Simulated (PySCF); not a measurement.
Species: C₇H₁₀NO (charge +1).
Geometry (PBE0-D3(BJ)/def2-SVP, Å), atoms numbered from 1 in this order:
```
atom  x, y, z in Å
C1     3.1460    0.6939   -0.3479
O2     1.9116    1.0816    0.2224
C3     0.8353    0.3267    0.0476
C4     0.8014   -0.8753   -0.6802
C5    -0.3853   -1.5903   -0.7993
C6    -1.5657   -1.1418   -0.2073
C7    -1.5020    0.0502    0.5025
N8    -2.7285    0.5523    1.1544
C9    -0.3456    0.7950    0.6495
H10    3.4800   -0.2789    0.0477
H11    3.0800    0.6473   -1.4469
H12    3.8694    1.4658   -0.0633
H13    1.7037   -1.2567   -1.1581
H14   -0.3937   -2.5212   -1.3698
H15   -2.4931   -1.7107   -0.3070
H16   -2.9024    1.5413    0.9284
H17   -3.5528    0.0196    0.8496
H18   -2.6767    0.4773    2.1805
H19   -0.3047    1.7316    1.2104
```

Computed with PySCF at wB97X-D/def2-SVPD, non-relativistic, on one gas-phase PBE0-D3(BJ)/def2-SVP geometry that isn't relaxed in the solvent. The solvent is an IEF-PCM continuum (Bondi radii, 1.10 Å for H, scaled by 1.2), and excitations are vertical TDDFT with non-equilibrium linear response and a frozen core. The model holds no explicit solvent molecules, cavitation or dispersion.

Gas-phase singlets (H = HOMO, L = LUMO):

| state | E (eV) | λ (nm) | f | leading configuration |
| --- | --- | --- | --- | --- |
| S1 | 4.932 | 251 | 0.060 | H→L 87% |
| S2 | 5.795 | 214 | 0.113 | H→L+2 77% |
| S3 | 6.050 | 205 | 0.000 | H→L+1 93% |
| S4 | 6.780 | 183 | 0.614 | H-1→L 75% |
| S5 | 6.915 | 179 | 0.253 | H-1→L+2 75% |

Question: Give the list for chloroform (ε = 4.711), n² = 2.09.

Answer: 
| state | E (eV) | λ (nm) | f | leading configuration | change by rank (eV) |
| --- | --- | --- | --- | --- | --- |
| S1 | 5.023 | 247 | 0.076 | H→L 86% | +0.091 |
| S2 | 5.832 | 213 | 0.160 | H→L+1 80% | +0.037 |
| S3 | 6.705 | 185 | 0.765 | H-1→L 79% | +0.655 |
| S4 | 6.809 | 182 | 0.006 | H→L+2 78% | +0.029 |
| S5 | 6.858 | 181 | 0.426 | H-1→L+1 81% | -0.057 |

Question: The ground-state energy changes by -2.231 eV from gas to chloroform. By how much does the total energy of gas-phase S1 change?

Answer: E(S1) = E(S0) + excitation energy, so it changes by -2.231 + 0.091 = -2.140 eV: it is lowered less than the ground state, which is what a blue shift means. This is the vertical state, with the slow part of the continuum still set for S0.

Question: How do the frontier levels move from gas to chloroform?

Answer: 
```json
{"orbital": "LUMO+2", "gas (eV)": "-2.46", "solvent (eV)": "1.18", "change (eV)": "+3.64"}
{"orbital": "LUMO+1", "gas (eV)": "-2.75", "solvent (eV)": "0.60", "change (eV)": "+3.35"}
{"orbital": "LUMO", "gas (eV)": "-3.08", "solvent (eV)": "0.08", "change (eV)": "+3.16"}
{"orbital": "HOMO", "gas (eV)": "-12.28", "solvent (eV)": "-9.35", "change (eV)": "+2.93"}
{"orbital": "HOMO-1", "gas (eV)": "-13.56", "solvent (eV)": "-10.48", "change (eV)": "+3.08"}
{"orbital": "HOMO-2", "gas (eV)": "-14.95", "solvent (eV)": "-12.21", "change (eV)": "+2.74"}
{"orbital": "HOMO-3", "gas (eV)": "-15.19", "solvent (eV)": "-12.34", "change (eV)": "+2.85"}
```

The HOMO–LUMO gap goes from 9.20 to 9.43 eV. Rows go by rank; for LUMO, LUMO+1 and LUMO+2 the atom shares or the degeneracy differ between the runs, so the row needn't follow one orbital.

Note: wB97X-D ran without an empirical dispersion term, which enters the total energy and its gradient alone.
